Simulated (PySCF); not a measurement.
Radial density of Tl (thallium, neutral)

MN15, [Xe] 4f14 5d10 6s2 6p1, 2P determinant. Calculation: PySCF 2.14, in aug-cc-pwCVDZ-PP with ECP60MDF; a scalar-relativistic core potential. This is the valence pseudo-density: the core potential removes the inner electrons and smooths the orbitals near the nucleus.

| r (bohr) | 4πr²ρ (e/bohr) | 4πr²(ρα − ρβ) |
| --- | --- | --- |
| 0.0448 | 1.253e-05 | 0.0000 |
| 0.0754 | 6.079e-05 | 0.0000 |
| 0.127 | 0.0004386 | 0.0000 |
| 0.213 | 0.006231 | 0.0000 |
| 0.359 | 0.2516 | 0.0008 |
| 0.603 | 7.347 | 0.0193 |
| 1.01 | 18.79 | -0.0173 |
| 1.71 | 6.742 | 0.1137 |
| 2.87 | 1.468 | 0.3255 |
| 4.83 | 0.2074 | 0.1414 |
| 8.12 | 0.01333 | 0.0133 |
| 13.7 | 0.0001674 | 0.0002 |

Energies and moments cover only the electrons outside the core potential. Spin-orbit coupling, absent here, splits the open shell strongly.

**Question.** Where is the radial spin density 4πr²(ρα − ρβ) most negative, and why is it negative at all?

**Answer.** Around r = 1.01 bohr, down to -0.0173 e/bohr: exchange with the open shell polarises the paired shells in an unrestricted calculation.
